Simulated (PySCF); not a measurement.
Can point charges reproduce the dipole moment of `CSc1cccc(CN)c1`?

Coordinates (GFN2-xTB, Å) and charges (e) from the PBE0/pcSseg-1 density (PySCF):

```tsv
atom	x	y	z	Mulliken	IAO	Hirshfeld	ESP-fitted
C1	3.799	0.301	0.708	-0.4024	-0.5077	-0.1149	-0.3336
S2	2.291	-0.217	1.576	+0.0826	+0.1500	+0.0155	-0.1761
C3	1.026	-0.107	0.345	-0.3425	-0.0967	-0.0180	-0.0230
C4	1.236	0.346	-0.949	-0.0124	-0.1855	-0.0693	+0.1709
C5	0.170	0.396	-1.832	-0.0609	-0.1381	-0.0480	-0.4210
C6	-1.095	0.002	-1.438	-0.0237	-0.1793	-0.0638	-0.0180
C7	-1.312	-0.458	-0.143	-0.2888	-0.0031	+0.0006	-0.2545
C8	-2.702	-0.811	0.327	+0.0483	-0.1511	-0.0259	+0.4089
N9	-3.402	0.319	0.930	-0.4393	-0.5651	-0.2427	-1.0100
C10	-0.247	-0.505	0.740	+0.0823	-0.1765	-0.0685	-0.1840
H11	3.988	-0.361	-0.132	+0.1587	+0.1585	+0.0477	+0.1251
H12	4.600	0.211	1.435	+0.1628	+0.1743	+0.0574	+0.1933
H13	3.709	1.334	0.386	+0.1579	+0.1573	+0.0472	+0.1232
H14	2.211	0.661	-1.282	+0.0794	+0.1471	+0.0438	+0.0727
H15	0.336	0.748	-2.840	+0.0888	+0.1533	+0.0508	+0.1904
H16	-1.917	0.044	-2.138	+0.0629	+0.1449	+0.0455	+0.1350
H17	-2.657	-1.606	1.076	+0.1235	+0.1448	+0.0449	+0.0131
H18	-3.307	-1.160	-0.514	+0.1206	+0.1435	+0.0443	+0.0153
H19	-2.881	0.658	1.732	+0.1698	+0.2416	+0.1052	+0.3811
H20	-3.462	1.081	0.262	+0.1683	+0.2414	+0.1047	+0.3862
H21	-0.394	-0.858	1.751	+0.0641	+0.1466	+0.0434	+0.2050
```

Problem. What dipole does each set of charges give (1 e·Å = 4.803 D), and what does the density give?

Solution. The full density gives (1.87, 0.98, -1.33) D, 2.50 D in size; dipole vectors point from the negative to the positive end.

```tsv
scheme	μx	μy	μz	size (D)	share of the full size (%)	angle to the full dipole (°)
Mulliken	1.25	-0.05	-0.48	1.34	54	29
IAO	1.47	0.20	0.01	1.48	59	38
Hirshfeld	0.85	0.23	0.02	0.88	35	36
ESP-fitted	1.85	0.95	-1.34	2.48	99	1
```

Problem. Which set comes closest?

Solution. Length of the difference vector: ESP-fitted 0.04 D, Mulliken 1.47 D, IAO 1.60 D, Hirshfeld 1.86 D. Closest: ESP-fitted. The schemes that divide the density aren't constrained to reproduce the dipole.

Problem. What is left for the Hirshfeld atoms' own dipoles?

Solution. The shares of the density sum to the whole, so what Σ q r misses lies in dipoles about the nuclei. The atomic dipoles sum to (1.87, 0.98, -1.33) − (0.85, 0.23, 0.02) = (1.02, 0.75, -1.35) D, 1.86 D in size.

Problem. With the origin at the mean of the coordinates, (0.000, 0.001, 0.000) Å, which are the largest single terms, by size, of the Hirshfeld dipole along the direction of the full one?

Solution. N9 +3.41, C1 -1.43, H19 -1.43, H20 -1.16, H12 +0.76 D; all 21 atoms together +0.71 D. The single terms depend on the origin, their sum doesn't.

Problem. Give the size of the full dipole in other units.

Solution. 2.50 D = 0.983 au = 0.520 e·Å = 8.33 × 10⁻³⁰ C·m.

Geometry: GFN2-xTB, one conformer, isolated molecule.

Conformer computed: `[CH3:1][S:2][c:3]1[cH:4][cH:5][cH:6][c:7]([CH2:8][NH2:9])[cH:10]1`: C1–S2–C3–C4 -3°, C6–C7–C8–N9 -90°, H–N9–C8–C7 -60°, H–N9–C8–C7 58°.
